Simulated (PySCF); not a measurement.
# Dipole response of Al (aluminium, neutral)

[Ne] 3s2 3p1, 2P determinant. All numbers are calculated (PySCF 2.14, the spin-free X2C one-electron Hamiltonian (Gaussian nucleus), in aug-cc-pCVQZ-DK). Coupled (time-dependent) response in atomic units; α is the mean over directions.

| method | mean α (bohr³) | α xx, yy, zz | C₆ (like pair) | S(−4) |
| --- | --- | --- | --- | --- |
| wB97X-V | 59.75 | 50.86, 77.55, 50.86 | 528.8 | 1942 |

S(−4) is the Cauchy moment in α(ω) = α(0) + S(−4) ω² + …

Reference α: 57.8 ± 1 bohr³ (recommended; Schwerdtfeger and Nagle, table of static dipole polarizabilities (2023 update)). Published C₆: 528.0 (Chu and Dalgarno (2004); Tang, Norbeck and Certain (1976)).

α(iu) at wB97X-V:

| u (hartree) | α(iu) (bohr³) |
| --- | --- |
| 0 | 59.75 |
| 0.0500 | 55.40 |
| 0.100 | 46.24 |
| 0.200 | 29.42 |
| 0.300 | 18.95 |
| 0.500 | 9.164 |
| 0.750 | 4.716 |
| 1.00 | 2.893 |
| 1.50 | 1.468 |
| 2.00 | 0.9273 |
| 3.00 | 0.5039 |
| 5.00 | 0.2402 |

The components differ because the open shell of this determinant is not spherical; for a pure term their mean is the scalar polarisability.
